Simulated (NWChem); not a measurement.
BH3O; SMILES OB

```xyz
5

B      0.0177     0.6993     0.0000
H      1.0496     1.3042     0.0000
H     -1.0524     1.2465     0.0000
O      0.1014    -0.6457     0.0000
H     -0.7540    -1.0829     0.0000
```
Atoms are numbered in this order, from 1.

All runs: NWChem. Pople sets run with spherical d functions. The geometry was optimised at PBE0-D3(BJ)/def2-TZVP. B3LYP is NWChem's, with the RPA form of VWN correlation. Atomic charges in e: unrestrained fits to the electrostatic potential beside Mulliken populations; buried atoms are poorly determined by the fit.

For level B3LYP/def2-SVP:

| Item | Result |
|---|---|
| ESP B1 | 0.46 |
| Mulliken B1 | 0.05 |
| ESP O4 | -0.54 |
| Mulliken O4 | -0.10 |

Q: What are these values for level Hartree-Fock/6-31G*?

A: 
| Property | Result |
|---|---|
| ESP B1 | 0.63 |
| Mulliken B1 | 0.37 |
| ESP O4 | -0.67 |
| Mulliken O4 | -0.68 |
